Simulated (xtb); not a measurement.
xtb input:

```bash
xtb mol.xyz --gfn 2 --ohess tight --chrg -1 --uhf 0
```
mol.xyz:
```
8

Br     2.26641070    -0.55089335    -0.20373260
C      0.37794971    -0.25713863    -0.02808037
C     -0.58046443    -1.29176812     0.05522452
C     -1.94383746    -1.05555620     0.19437348
Se    -1.96763135     0.88444659     0.17827360
C     -0.11217315     1.03331491    -0.04749649
H     -0.22398371    -2.37104101     0.06218770
H      0.48180366     1.97128616    -0.06462825
```

**Question.** What final total energy does it print?

**Answer.** -16.98527 Eh (GFN2-xTB).

It need not be the lowest isomer of its formula. Whether it binds its extra electron was not tested at this geometry.
